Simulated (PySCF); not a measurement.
## Calculated data, CH$_{7}$AlBN, CH$_{4}$AlB, CH$_{6}$AlB$_{2}$, CH$_{8}$AlBSi and others

Calculation on a computer-drawn molecule: the log of a Hartree-Fock and frozen-core CCSD(T) single point meant for a local Hartree-Fock minimum, with one planted fault or none, to be diagnosed. Offsets are logged minus clean, where the clean run is the same molecule without the fault. The reference is restricted for singlets and unrestricted otherwise, and also for a bond in bohr or an excited solution. Adding or removing an electron swaps singlet and doublet. The excited solution moves the top pair (singlet) or top alpha electron (doublet) to the lowest empty orbital. Highest occupied and lowest empty are orbital energies over both spins, largest force is the largest gradient component, triples share is (T) over the correlation energy, the T1 limit is 0.02 restricted and 0.045 unrestricted, electrons count all cores, a negative frequency is imaginary (commonest isotopes), and the dipole is about the centre of nuclear charge. Program: PySCF 2.14.0.

Common to all runs: meant charge 0; logged SCF converged yes; logged CC converged yes; logged SCF stable within its kind yes; possible faults no fault, one electron removed, one electron added, multiplicity raised by two, geometry at a saddle point, SCF held on an excited solution, minimal basis STO-3G, one bond length entered in bohr, all coordinates scaled.

```yaml
- entry: 1
  formula: CH7AlBN
  logged_structure:
    atoms_angstrom:
      - [B, -2.5147, 1.5796, 0.8098]
      - [C, -1.7571, 0.6565, -0.3256]
      - [Al, 0.3445, 0.7195, 0.0276]
      - ["N", 1.0312, 0.3831, 1.7577]
      - [H, -2.7525, 2.8337, 0.6002]
      - [H, -2.8221, 1.0941, 1.9686]
      - [H, -1.9865, -0.4961, -0.2417]
      - [H, -1.8845, 1.0172, -1.4351]
      - [H, 1.4454, 1.0136, -1.225]
      - [H, 0.4469, 0.1855, 2.6399]
      - [H, 2.0778, 0.3526, 2.0074]
  given:
    meant_multiplicity: 1
    meant_basis: "cc-pV(D+d)Z"
    logged_electrons: 38
    logged_basis_functions: 100
    logged_spin_squared: 0.0
    "logged_highest_occupied [eV]": -10.452
    "logged_lowest_empty [eV]": 1.8796
    "logged_largest_force [hartree/bohr]": 0.056008
    logged_T1_diagnostic: 0.015726
    logged_D1_diagnostic: 0.053999
    logged_triples_share: 0.02907
    "logged_dipole_magnitude [debye]": 0.99853
    "logged_energy_HF [hartree]": -362.99045
    "logged_energy_CCSD(T) [hartree]": -363.5371
    drawn_bonds_atom: [1, 2, 3, 1, 1, 2, 2, 3, 4, 4]
    drawn_bonds_other_atom: [2, 3, 4, 5, 6, 7, 8, 9, 10, 11]
    drawn_bonds_order: [1, 1, 1, 1, 1, 1, 1, 1, 1, 1]
  results:
    planted_fault: "all coordinates scaled, by +7.3 %"
    "HF_energy_offset_from_clean_run [kcal/mol]": 26.98
    "CCSD(T)_energy_offset_from_clean_run [kcal/mol]": 19.37
- entry: 2
  formula: CH4AlB
  logged_structure:
    atoms_angstrom:
      - [B, -2.0052, -1.092, 0.898]
      - [C, -0.9649, -0.9934, 2.0135]
      - [Al, -0.9469, -2.5553, 3.3219]
      - [H, -1.7566, -1.6585, -0.1373]
      - [H, -3.1276, -0.6794, 1.055]
      - [H, -1.1127, -0.1685, 2.7268]
      - [H, 0.0852, -1.0247, 1.6857]
  given:
    meant_multiplicity: 1
    meant_basis: "cc-pV(D+d)Z"
    logged_electrons: 29
    logged_basis_functions: 71
    logged_spin_squared: 0.8283
    "logged_highest_occupied [eV]": 0.038012
    "logged_lowest_empty [eV]": 6.1414
    "logged_largest_force [hartree/bohr]": 0.024856
    logged_T1_diagnostic: 0.03762
    logged_D1_diagnostic: 0.1271
    logged_triples_share: 0.032889
    "logged_dipole_magnitude [debye]": 4.5018
    "logged_energy_HF [hartree]": -306.74929
    "logged_energy_CCSD(T) [hartree]": -307.09305
    drawn_bonds_atom: [1, 2, 1, 1, 2, 2]
    drawn_bonds_other_atom: [2, 3, 4, 5, 6, 7]
    drawn_bonds_order: [1, 1, 1, 1, 1, 1]
  results:
    planted_fault: "one electron added"
    "HF_energy_offset_from_clean_run [kcal/mol]": 12.04
    "CCSD(T)_energy_offset_from_clean_run [kcal/mol]": 3.947
  notes: ["highest electron not bound in this basis"]
- entry: 3
  formula: CH4AlB
  logged_structure:
    atoms_angstrom:
      - [B, -2.0052, -1.092, 0.898]
      - [C, -0.9649, -0.9934, 2.0135]
      - [Al, -0.9469, -2.5553, 3.3219]
      - [H, -1.7566, -1.6585, -0.1373]
      - [H, -3.1276, -0.6794, 1.055]
      - [H, -1.1127, -0.1685, 2.7268]
      - [H, 0.0852, -1.0247, 1.6857]
  given:
    meant_multiplicity: 1
    meant_basis: "cc-pV(D+d)Z"
    logged_electrons: 27
    logged_basis_functions: 71
    logged_spin_squared: 0.7891
    "logged_highest_occupied [eV]": -15.832
    "logged_lowest_empty [eV]": -6.2522
    "logged_largest_force [hartree/bohr]": 0.031277
    logged_T1_diagnostic: 0.016807
    logged_D1_diagnostic: 0.046822
    logged_triples_share: 0.028999
    "logged_dipole_magnitude [debye]": 4.746
    "logged_energy_HF [hartree]": -306.51013
    "logged_energy_CCSD(T) [hartree]": -306.80359
    drawn_bonds_atom: [1, 2, 1, 1, 2, 2]
    drawn_bonds_other_atom: [2, 3, 4, 5, 6, 7]
    drawn_bonds_order: [1, 1, 1, 1, 1, 1]
  results:
    planted_fault: "one electron removed"
    "HF_energy_offset_from_clean_run [kcal/mol]": 162.1
    "CCSD(T)_energy_offset_from_clean_run [kcal/mol]": 185.6
- entry: 4
  formula: CH6AlB2
  logged_structure:
    atoms_angstrom:
      - [B, -0.7734, -0.6831, -0.5435]
      - [C, -1.1826, -0.7056, 0.947]
      - [B, -1.9932, -1.9141, 1.465]
      - [Al, -2.4723, 0.8454, 1.059]
      - [H, 0.2656, -0.1927, -0.8995]
      - [H, -1.5056, -1.1421, -1.3825]
      - [H, -0.4147, -0.3452, 1.6473]
      - [H, -1.8683, -2.3156, 2.5923]
      - [H, -2.7896, -2.4679, 0.7501]
      - [H, -2.4021, 1.9628, -0.0693]
  given:
    meant_multiplicity: 2
    meant_basis: "cc-pV(D+d)Z"
    logged_electrons: 35
    logged_basis_functions: 95
    logged_spin_squared: 3.7703
    "logged_highest_occupied [eV]": -5.8798
    "logged_lowest_empty [eV]": -2.8316
    "logged_largest_force [hartree/bohr]": 0.077415
    logged_T1_diagnostic: 0.049239
    logged_D1_diagnostic: 0.26733
    logged_triples_share: 0.0335
    "logged_dipole_magnitude [debye]": 3.328
    "logged_energy_HF [hartree]": -332.44231
    "logged_energy_CCSD(T) [hartree]": -332.85541
    drawn_bonds_atom: [1, 2, 2, 1, 1, 2, 3, 3, 4]
    drawn_bonds_other_atom: [2, 3, 4, 5, 6, 7, 8, 9, 10]
    drawn_bonds_order: [1, 1, 1, 1, 1, 1, 1, 1, 1]
  results:
    planted_fault: "multiplicity raised by two"
    "HF_energy_offset_from_clean_run [kcal/mol]": 98.91
    "CCSD(T)_energy_offset_from_clean_run [kcal/mol]": 106.3
  notes: ["T1 above single-reference limit"]
- entry: 5
  formula: CH7AlBN
  logged_structure:
    atoms_angstrom:
      - [B, -1.1449, -0.8698, -0.3939]
      - [C, -0.4003, 0.5903, -0.0575]
      - ["N", -1.2874, 1.8976, 0.2118]
      - [Al, 1.0428, 0.7788, -1.729]
      - [H, -0.4529, -1.9935, -0.3176]
      - [H, -2.3948, -0.9195, -0.8292]
      - [H, 0.4328, 0.4441, 0.8126]
      - [H, -2.3063, 1.763, -0.1892]
      - [H, -0.881, 2.8091, -0.259]
      - [H, 0.8898, 2.1858, -2.7366]
      - [H, 2.3792, -0.3113, -1.9008]
  given:
    meant_multiplicity: 1
    meant_basis: "cc-pV(D+d)Z"
    logged_electrons: 38
    logged_basis_functions: 100
    logged_spin_squared: 0.0
    "logged_highest_occupied [eV]": -9.3142
    "logged_lowest_empty [eV]": 0.68222
    "logged_largest_force [hartree/bohr]": 0.066783
    logged_T1_diagnostic: 0.015677
    logged_D1_diagnostic: 0.057109
    logged_triples_share: 0.032077
    "logged_dipole_magnitude [debye]": 1.1366
    "logged_energy_HF [hartree]": -362.88669
    "logged_energy_CCSD(T) [hartree]": -363.44158
    drawn_bonds_atom: [1, 2, 2, 1, 1, 2, 3, 3, 4, 4]
    drawn_bonds_other_atom: [2, 3, 4, 5, 6, 7, 8, 9, 10, 11]
    drawn_bonds_order: [1, 1, 1, 1, 1, 1, 1, 1, 1, 1]
  results:
    planted_fault: "all coordinates scaled, by +9.8 %"
    "HF_energy_offset_from_clean_run [kcal/mol]": 44.96
    "CCSD(T)_energy_offset_from_clean_run [kcal/mol]": 34.4
- entry: 6
  formula: CH7AlBN
  logged_structure:
    atoms_angstrom:
      - [B, -1.0427, -0.7921, -0.3588]
      - [C, -0.3646, 0.5376, -0.0524]
      - ["N", -1.1725, 1.7282, 0.1929]
      - [Al, 0.9497, 0.7093, -1.5747]
      - [H, -0.4124, -1.8156, -0.2892]
      - [H, -2.1811, -0.8374, -0.7552]
      - [H, 0.3942, 0.4045, 0.7401]
      - [H, -2.1005, 1.6057, -0.1723]
      - [H, -0.8024, 2.5584, -0.2359]
      - [H, 0.8104, 1.9908, -2.4923]
      - [H, 2.1668, -0.2835, -1.7311]
  given:
    meant_multiplicity: 1
    meant_basis: "cc-pV(D+d)Z"
    logged_electrons: 38
    logged_basis_functions: 100
    logged_spin_squared: 2.0282
    "logged_highest_occupied [eV]": -5.0071
    "logged_lowest_empty [eV]": -1.2394
    "logged_largest_force [hartree/bohr]": 0.08395
    logged_T1_diagnostic: 0.024884
    logged_D1_diagnostic: 0.10985
    logged_triples_share: 0.031232
    "logged_dipole_magnitude [debye]": 5.613
    "logged_energy_HF [hartree]": -362.83439
    "logged_energy_CCSD(T) [hartree]": -363.37306
    drawn_bonds_atom: [1, 2, 2, 1, 1, 2, 3, 3, 4, 4]
    drawn_bonds_other_atom: [2, 3, 4, 5, 6, 7, 8, 9, 10, 11]
    drawn_bonds_order: [1, 1, 1, 1, 1, 1, 1, 1, 1, 1]
  results:
    planted_fault: "multiplicity raised by two"
    "HF_energy_offset_from_clean_run [kcal/mol]": 77.78
    "CCSD(T)_energy_offset_from_clean_run [kcal/mol]": 77.4
- entry: 7
  formula: CH7AlBN
  logged_structure:
    atoms_angstrom:
      - [B, -1.0427, -0.7921, -0.3588]
      - [C, -0.3646, 0.5376, -0.0524]
      - ["N", -1.1725, 1.7282, 0.1929]
      - [Al, 0.9497, 0.7093, -1.5747]
      - [H, -0.4124, -1.8156, -0.2892]
      - [H, -2.1811, -0.8374, -0.7552]
      - [H, 0.3942, 0.4045, 0.7401]
      - [H, -2.1005, 1.6057, -0.1723]
      - [H, -0.8024, 2.5584, -0.2359]
      - [H, 0.8104, 1.9908, -2.4923]
      - [H, 2.1668, -0.2835, -1.7311]
  given:
    meant_multiplicity: 1
    meant_basis: "cc-pV(D+d)Z"
    logged_electrons: 39
    logged_basis_functions: 100
    logged_spin_squared: 0.7657
    "logged_highest_occupied [eV]": 0.032208
    "logged_lowest_empty [eV]": 6.8759
    "logged_largest_force [hartree/bohr]": 0.024576
    logged_T1_diagnostic: 0.020226
    logged_D1_diagnostic: 0.10375
    logged_triples_share: 0.029863
    "logged_dipole_magnitude [debye]": 4.3572
    "logged_energy_HF [hartree]": -362.9404
    "logged_energy_CCSD(T) [hartree]": -363.4984
    drawn_bonds_atom: [1, 2, 2, 1, 1, 2, 3, 3, 4, 4]
    drawn_bonds_other_atom: [2, 3, 4, 5, 6, 7, 8, 9, 10, 11]
    drawn_bonds_order: [1, 1, 1, 1, 1, 1, 1, 1, 1, 1]
  results:
    planted_fault: "one electron added"
    "HF_energy_offset_from_clean_run [kcal/mol]": 11.26
    "CCSD(T)_energy_offset_from_clean_run [kcal/mol]": -1.252
  notes: ["highest electron not bound in this basis"]
- entry: 8
  formula: CH8AlBSi
  logged_structure:
    atoms_angstrom:
      - [B, -0.3359, -0.9297, 1.5139]
      - [C, 0.6359, -0.9338, 0.3132]
      - [Al, 1.5874, 0.8046, 0.2297]
      - [Si, -0.2248, -1.1855, -1.3498]
      - [H, -0.0793, -1.5259, 2.5276]
      - [H, -1.3599, -0.2958, 1.4784]
      - [H, 1.4385, -1.6731, 0.4227]
      - [H, 0.7948, 2.1606, 0.0793]
      - [H, 3.1642, 0.7869, 0.2776]
      - [H, -1.3805, -0.2699, -1.4814]
      - [H, 0.7087, -0.9044, -2.4751]
      - [H, -0.6918, -2.5829, -1.5061]
  given:
    meant_multiplicity: 1
    meant_basis: "cc-pV(D+d)Z"
    logged_electrons: 46
    logged_basis_functions: 114
    logged_spin_squared: 2.0159
    "logged_highest_occupied [eV]": -5.2668
    "logged_lowest_empty [eV]": -2.5379
    "logged_largest_force [hartree/bohr]": 0.085773
    logged_T1_diagnostic: 0.038794
    logged_D1_diagnostic: 0.19905
    logged_triples_share: 0.031064
    "logged_dipole_magnitude [debye]": 3.6402
    "logged_energy_HF [hartree]": -597.87492
    "logged_energy_CCSD(T) [hartree]": -598.35215
    drawn_bonds_atom: [1, 2, 2, 1, 1, 2, 3, 3, 4, 4, 4]
    drawn_bonds_other_atom: [2, 3, 4, 5, 6, 7, 8, 9, 10, 11, 12]
    drawn_bonds_order: [1, 1, 1, 1, 1, 1, 1, 1, 1, 1, 1]
  results:
    planted_fault: "multiplicity raised by two"
    "HF_energy_offset_from_clean_run [kcal/mol]": 110.6
    "CCSD(T)_energy_offset_from_clean_run [kcal/mol]": 112.3
- entry: 9
  formula: CH5Al2B
  logged_structure:
    atoms_angstrom:
      - [B, -1.6704, -1.0241, -0.2226]
      - [C, -0.1924, -1.4152, -0.3433]
      - [Al, 0.083, -2.6649, -1.9097]
      - [Al, 0.8732, 0.2143, -0.5156]
      - [H, -2.1968, -0.3202, -1.0529]
      - [H, -2.3603, -1.4101, 0.687]
      - [H, 0.1745, -2.0243, 0.4997]
      - [H, 2.1201, 0.4299, 0.4331]
      - [H, 0.5243, 1.2912, -1.6192]
  given:
    meant_multiplicity: 1
    meant_basis: "cc-pV(D+d)Z"
    logged_electrons: 41
    logged_basis_functions: 99
    logged_spin_squared: 0.7809
    "logged_highest_occupied [eV]": -15.375
    "logged_lowest_empty [eV]": -6.2911
    "logged_largest_force [hartree/bohr]": 0.033867
    logged_T1_diagnostic: 0.018225
    logged_D1_diagnostic: 0.048974
    logged_triples_share: 0.031985
    "logged_dipole_magnitude [debye]": 6.6075
    "logged_energy_HF [hartree]": -549.01219
    "logged_energy_CCSD(T) [hartree]": -549.38604
    drawn_bonds_atom: [1, 2, 2, 1, 1, 2, 4, 4]
    drawn_bonds_other_atom: [2, 3, 4, 5, 6, 7, 8, 9]
    drawn_bonds_order: [1, 1, 1, 1, 1, 1, 1, 1]
  results: {}
- entry: 10
  formula: CH5B2
  logged_structure:
    atoms_angstrom:
      - [B, 0.5121, 0.6041, 0.4625]
      - [C, -0.265, -0.5163, 1.1514]
      - [B, -1.1912, -1.4944, 0.431]
      - [H, 0.0739, 1.1222, -0.5052]
      - [H, 1.562, 0.9566, 0.876]
      - [H, -0.0946, -0.6704, 2.1992]
      - [H, -1.7872, -1.1498, -0.5296]
      - [H, -1.3132, -2.6066, 0.8129]
  given:
    meant_multiplicity: 2
    meant_basis: cc-pVDZ
    logged_electrons: 21
    logged_basis_functions: 67
    logged_spin_squared: 0.7583
    "logged_highest_occupied [eV]": -10.701
    "logged_lowest_empty [eV]": 0.23082
    "logged_largest_force [hartree/bohr]": 0.013098
    logged_T1_diagnostic: 0.016044
    logged_D1_diagnostic: 0.059773
    logged_triples_share: 0.024159
    "logged_dipole_magnitude [debye]": 0.71954
    "logged_energy_HF [hartree]": -90.08298
    "logged_energy_CCSD(T) [hartree]": -90.4156
    drawn_bonds_atom: [1, 2, 1, 1, 2, 3, 3]
    drawn_bonds_other_atom: [2, 3, 4, 5, 6, 7, 8]
    drawn_bonds_order: [1, 1, 1, 1, 1, 1, 1]
  results: {}
```

Questions
1. Give the missing planted fault for CH$_{5}$Al$_{2}$B (entry 9).
2. Which fault was planted in the run of CH$_{5}$B$_{2}$ (entry 10)?

## Answers
1. one electron removed
2. all coordinates scaled, by -1.6 %

Further results for CH$_{5}$Al$_{2}$B (entry 9):

```
HF energy offset from clean run      : 163.9 kcal/mol
CCSD(T) energy offset from clean run : 186.9 kcal/mol
```

Further results for CH$_{5}$B$_{2}$ (entry 10):

```
HF energy offset from clean run      : 1.026 kcal/mol
CCSD(T) energy offset from clean run : 1.868 kcal/mol
```
